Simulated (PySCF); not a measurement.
An element was calculated at r2SCAN (PySCF 2.14, ECP, a triple-zeta basis, no spin-orbit coupling), in the ground configurations that NIST lists.

* electron affinity: 0.478 eV
* first ionisation energy: 5.499 eV
* second ionisation energy: 20.328 eV
* third ionisation energy: 30.120 eV

Which element is it?

Thallium (Tl, Z = 81), in aug-cc-pVTZ-PP with one added diffuse shell each of d, f type with ECP60MDF. NIST lists 6.108, 20.428, 29.852 eV for these ionisation energies.
